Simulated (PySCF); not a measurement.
CH₄AlO, SMILES [CH3][Al+][OH], charge +1.

Geometry: TPSSh-D3(BJ)/def2-TZVP. The multiplicity is an assumed one; other spin states were not compared. The isomer is the one that the SMILES or the coordinates give; other isomers of the formula were not compared. Other conformers were not sampled.

Two levels are set side by side: TDDFT-PBE/def2-SVPD (PySCF) and TDDFT-M06-2X/def2-SVPD (PySCF). Vertical, same geometry. The lowest singlet is HOMO−1→LUMO 99 % with PBE and HOMO−1→LUMO 92 % with the other functional; states are paired by order. Differences are taken from unrounded values.

```tsv
quantity	TDDFT-M06-2X
lowest singlet excitation (eV)	7.26
lowest triplet excitation (TDA) (eV)	5.62
first bright state (f over 0.05) (eV)	7.68
its oscillator strength	0.34
```

Task: What does TDDFT-PBE give, and how far is it from TDDFT-M06-2X? (Estimate from the structure and the level; the computed values follow.)

Result: 
```
quantity                               TDDFT-PBE  TDDFT-PBE minus TDDFT-M06-2X
-------------------------------------  ---------  ----------------------------
lowest singlet excitation (eV)              6.06                         -1.21
lowest triplet excitation (TDA) (eV)        5.58                         -0.04
first bright state (f over 0.05) (eV)       7.25                         -0.42
its oscillator strength                     0.18                         -0.16
```

A lower first singlet is the usual sign of a functional without exact exchange. Differences between two approximate levels are no errors against the true value.

Rough cost on one machine, each run with all the roots and properties that it gave: TDDFT-M06-2X against TDDFT-PBE about 10 times.
